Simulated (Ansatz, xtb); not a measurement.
Breaking the C3–H4 bond in CH4Cd (SMILES [CH3][CdH]) (multiplicity 1 held, fragments rigid). Energies count from the point at 1.090 Å.
Geometry at that point (charge 0, multiplicity 1):
```xyz
6

Cd    -0.28069    -0.15103    -0.04142
H     -1.74995    -0.94161    -0.25822
C      1.58135     0.85090     0.23335
H      2.03124     0.55928     1.18282
H      1.43289     1.93112     0.23533
H      2.27073     0.59541    -0.57191
```

Restricted levels (R-, RO-) in cc, def2 and unpolarised 6-31G sets keep to the state of the molecule at rest. Unrestricted levels (U-) break spin symmetry where that is lower. Active spaces are followed from a long bond inwards. Curves can end on different states.

Frozen-core correlation.

Programs: Ansatz (Gaussian orbitals); xtb for the GFN methods.  In def2 rows elements past Kr take small-core potentials, without spin–orbit coupling. The GFN methods have no spin term and hold the electronic entropy of 300 K.

Energies in kcal/mol.

```json
[
 {"R (Å)": "0.872", "GFN2-xTB": "28.2", "R-HF/def2-SVP": "31.4", "R-MP2/def2-SVP": "32.8", "U-CCSD(T)/def2-SVP": "33.2", "CASSCF(2,2)/def2-SVP": "34.4", "FIC-MRCISD+Q on CASSCF(2,2)/def2-SVP": "33.1"},
 {"R (Å)": "0.981", "GFN2-xTB": "5.3", "R-HF/def2-SVP": "6.3", "R-MP2/def2-SVP": "7.0", "U-CCSD(T)/def2-SVP": "7.2", "CASSCF(2,2)/def2-SVP": "7.9", "FIC-MRCISD+Q on CASSCF(2,2)/def2-SVP": "7.2"},
 {"R (Å)": "1.090", "GFN2-xTB": "0.0", "R-HF/def2-SVP": "0.0", "R-MP2/def2-SVP": "0.0", "U-CCSD(T)/def2-SVP": "0.0", "CASSCF(2,2)/def2-SVP": "0.0", "FIC-MRCISD+Q on CASSCF(2,2)/def2-SVP": "0.0"},
 {"R (Å)": "1.199", "GFN2-xTB": "3.4", "R-HF/def2-SVP": "3.9", "R-MP2/def2-SVP": "3.3", "U-CCSD(T)/def2-SVP": "3.0", "CASSCF(2,2)/def2-SVP": "2.1", "FIC-MRCISD+Q on CASSCF(2,2)/def2-SVP": "3.0"},
 {"R (Å)": "1.308", "GFN2-xTB": "11.1", "R-HF/def2-SVP": "13.1", "R-MP2/def2-SVP": "12.1", "U-CCSD(T)/def2-SVP": "11.2", "CASSCF(2,2)/def2-SVP": "9.4", "FIC-MRCISD+Q on CASSCF(2,2)/def2-SVP": "11.3"},
 {"R (Å)": "1.472", "GFN2-xTB": "25.4", "R-HF/def2-SVP": "31.3", "R-MP2/def2-SVP": "…", "U-CCSD(T)/def2-SVP": "27.6", "CASSCF(2,2)/def2-SVP": "24.2", "FIC-MRCISD+Q on CASSCF(2,2)/def2-SVP": "27.7"},
 {"R (Å)": "1.636", "GFN2-xTB": "40.4", "R-HF/def2-SVP": "50.7", "R-MP2/def2-SVP": "…", "U-CCSD(T)/def2-SVP": "44.7", "CASSCF(2,2)/def2-SVP": "39.7", "FIC-MRCISD+Q on CASSCF(2,2)/def2-SVP": "44.7"},
 {"R (Å)": "1.908", "GFN2-xTB": "63.6", "R-HF/def2-SVP": "80.9", "R-MP2/def2-SVP": "77.3", "U-CCSD(T)/def2-SVP": "70.3", "CASSCF(2,2)/def2-SVP": "62.0", "FIC-MRCISD+Q on CASSCF(2,2)/def2-SVP": "69.3"},
 {"R (Å)": "2.181", "GFN2-xTB": "82.6", "R-HF/def2-SVP": "106.4", "R-MP2/def2-SVP": "101.0", "U-CCSD(T)/def2-SVP": "89.3", "CASSCF(2,2)/def2-SVP": "78.0", "FIC-MRCISD+Q on CASSCF(2,2)/def2-SVP": "86.8"},
 {"R (Å)": "2.508", "GFN2-xTB": "99.8", "R-HF/def2-SVP": "131.1", "R-MP2/def2-SVP": "122.5", "U-CCSD(T)/def2-SVP": "103.4", "CASSCF(2,2)/def2-SVP": "89.6", "FIC-MRCISD+Q on CASSCF(2,2)/def2-SVP": "99.5"},
 {"R (Å)": "2.944", "GFN2-xTB": "114.5", "R-HF/def2-SVP": "156.1", "R-MP2/def2-SVP": "…", "U-CCSD(T)/def2-SVP": "109.5", "CASSCF(2,2)/def2-SVP": "96.4", "FIC-MRCISD+Q on CASSCF(2,2)/def2-SVP": "107.1"},
 {"R (Å)": "3.489", "GFN2-xTB": "123.7", "R-HF/def2-SVP": "178.5", "R-MP2/def2-SVP": "152.3", "U-CCSD(T)/def2-SVP": "110.8", "CASSCF(2,2)/def2-SVP": "98.9", "FIC-MRCISD+Q on CASSCF(2,2)/def2-SVP": "109.9"}
]
```

Q: Fill in the missing entries.

A: 
- 1.636, R-MP2/def2-SVP: 48.4
- 1.472, R-MP2/def2-SVP: 29.6
- 2.944, R-MP2/def2-SVP: 141.4

Doubts at one or more of the structures used: a restricted determinant that unrestricted orbitals would lower (R-HF/def2-SVP, R-MP2/def2-SVP); a spin-contaminated determinant (U-CCSD(T)/def2-SVP); T1 above 0.05 (U-CCSD(T)/def2-SVP).

Ansatz is a quantum-chemistry and plane-wave program.
